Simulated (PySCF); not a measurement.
# BeO: from constants to spectrum

RHF-CCSD(T) constants of BeO, ¹Σ⁺ (singlet), closed shell (PySCF, no relativity, basis sets Be pcseg-2, O pcseg-2; masses 9.0122 and 15.9949 u):

```
ωe           : 1442.7 cm⁻¹
ωexe         : 10.3 cm⁻¹
Be           : 1.6319 cm⁻¹
αe           : 0.0184 cm⁻¹
De to Be + O : 4.30 eV
```

Problem. What force constant and bond length do these constants imply?

Solution. Reduced mass μred = 5.7643 u; k = 5.8918×10⁻⁷·μred·ωe² (u, cm⁻¹, mdyn/Å) = 7.07 mdyn/Å; Re = √(16.8576/(μred·Be)) (u, cm⁻¹, Å) = 1.339 Å.

Problem. Estimate the centrifugal constant D from the Kratzer relation and find the Dunham coefficient a1.

Solution. D = 4Be³/ωe² = 8.35e-06 cm⁻¹; a1 = −1 − αeωe/(6Be²) = -2.66.

Measured values (Huber and Herzberg, Constants of Diatomic Molecules (1979)): ωe = 1487.32 cm⁻¹, ωexe = 11.83 cm⁻¹, Be = 1.651 cm⁻¹, αe = 0.019 cm⁻¹.

Correlated steps freeze 1 core orbital. Where the molecule has an RHF reference, its open-shell atoms are computed with UHF. The CCSD T1 diagnostic is raised, a sign that a single reference may not be enough here.
